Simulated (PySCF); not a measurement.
C2H8N2OSi, SMILES N[Si@H](O)/N=C\C.

Geometry optimised at PBE0-D3(BJ)/def2-SVP. The structure was generated by enumeration; whether it is a known compound was not checked. One conformer was computed; it need not be the lowest.

Level of theory: PBE0-D3(BJ)/def2-SVP (PySCF 2.14.0).

Frequencies are harmonic and unscaled.

**Question.** Give all harmonic wavenumbers and intensities. (Estimate from the structure and the level; the computed values follow.)

**Answer.** 
| mode | ν (cm⁻¹) | IR (km/mol) | moving atoms (share of kinetic energy) |
|---|---|---|---|
| 1 | 37 | 5.4 | N 28 %, C 25 %, H 21 %, O 21 % |
| 2 | 80 | 34.4 | H 68 %, O 11 %, N 11 % |
| 3 | 135 | 1.4 | H 93 % |
| 4 | 151 | 5.3 | C 30 %, H 29 %, N 27 % |
| 5 | 183 | 47.2 | H 44 %, N 31 %, O 15 % |
| 6 | 207 | 14.0 | H 47 %, C 28 %, O 12 % |
| 7 | 297 | 58.2 | H 65 %, Si 14 %, C 8 % |
| 8 | 343 | 40.3 | H 40 %, Si 21 %, O 21 %, N 15 % |
| 9 | 373 | 153.4 | H 70 %, N 22 % |
| 10 | 452 | 26.5 | N 56 %, H 21 %, O 11 % |
| 11 | 528 | 12.8 | H 38 %, C 36 %, N 25 % |
| 12 | 671 | 58.6 | N 37 %, H 31 %, Si 17 %, C 13 % |
| 13 | 749 | 48.3 | H 67 %, N 21 %, Si 10 % |
| 14 | 797 | 123.5 | H 72 %, O 11 %, N 8 % |
| 15 | 810 | 70.4 | H 61 %, O 20 %, N 10 % |
| 16 | 843 | 63.1 | H 79 %, O 13 % |
| 17 | 880 | 88.6 | H 47 %, N 26 %, Si 21 % |
| 18 | 912 | 87.7 | H 53 %, C 14 %, Si 12 %, O 11 %, N 9 % |
| 19 | 949 | 116.8 | H 37 %, Si 24 %, C 19 %, O 11 %, N 8 % |
| 20 | 969 | 310.6 | H 51 %, Si 29 %, N 11 % |
| 21 | 1091 | 0.4 | H 55 %, C 44 % |
| 22 | 1123 | 16.1 | C 56 %, H 42 % |
| 23 | 1365 | 20.2 | H 76 %, C 23 % |
| 24 | 1414 | 3.5 | H 84 %, C 10 % |
| 25 | 1441 | 15.2 | H 95 % |
| 26 | 1446 | 17.2 | H 94 % |
| 27 | 1535 | 70.3 | H 89 %, N 11 % |
| 28 | 1830 | 290.7 | C 54 %, N 44 % |
| 29 | 2203 | 177.5 | H 97 % |
| 30 | 3001 | 91.2 | H 92 % |
| 31 | 3050 | 4.9 | H 97 % |
| 32 | 3134 | 3.8 | H 91 %, C 9 % |
| 33 | 3180 | 6.5 | H 90 %, C 10 % |
| 34 | 3620 | 37.2 | H 96 % |
| 35 | 3726 | 40.4 | H 91 %, N 9 % |
| 36 | 3932 | 103.3 | H 94 % |
